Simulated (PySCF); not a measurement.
# Ag2Se, singlet: data card

Computed with PBE0/[Se def2-TZVP, Ag def2-TZVP with ECP28], scalar-relativistic core potentials, density fitting, no spin–orbit coupling, PySCF.

The structure is a minimum.

Z-matrix (Å, degrees; charge 0 multiplicity 1):
```
Se
Ag 1 2.4145
Ag 1 2.4145 2 78.71
```

```
Point group                                                                   : C2v
Bond lengths                                                                  : Ag–Ag 3.062 Å, Se–Ag 2.414 Å (×2)
Bond angles                                                                   : Ag–Ag–Se 50.6° (×2), Ag–Se–Ag 78.7°
Principal quadrupole moments (Buckingham, traceless) about the centre of mass : -8.63, -3.28, 11.91 D Å
Entropy at 298.15 K and 1 bar                                                 : 333.1 J/(mol K)
Zero-point energy                                                             : 3.1 kJ/mol
Rotational symmetry number                                                    : 2
Highest occupied level                                                        : -5.63 eV
Atomisation energy without zero-point energy                                  : 421 kJ/mol
Enthalpy at 298.15 K above 0 K                                                : 14.80 kJ/mol
Lowest empty level                                                            : -2.62 eV
Dipole moment                                                                 : 4.92 D
Rotational constants                                                          : 0.08314, 0.03363, 0.02395 cm⁻¹
Principal polarisabilities                                                    : 70.0, 95.8, 120.8 bohr³
Heat capacity Cp at 298.15 K                                                  : 56.5 J/(mol K)
```

Harmonic modes (masses in u: Se 79.917, Ag 106.905):
```
symmetry  ω (cm⁻¹)  IR (km/mol)   μ (u)
      a1        53          0.3  102.53
      b2       212          7.5   90.98
      a1       248          3.8   88.86
```

In C2v the vibrations span 2a1 + b2. Here b1 is antisymmetric to the molecular plane and b2 lies in it.

Charges (e):
```json
{"atom": "Se1", "Mulliken": "-0.48", "Löwdin": "-0.09", "polar tensor": "-0.59", "Mayer order to Se1": "–"}
{"atom": "Ag2,3", "Mulliken": "0.24", "Löwdin": "0.04", "polar tensor": "0.29", "Mayer order to Se1": "1.12"}
```

Mulliken populations on Se1: s 7.94, p 16.48, d 10.06, f 0.01.

This need not be the most stable arrangement of these atoms.

The final relaxation and frequency run took of the order of 7 core-minutes on a shared host.
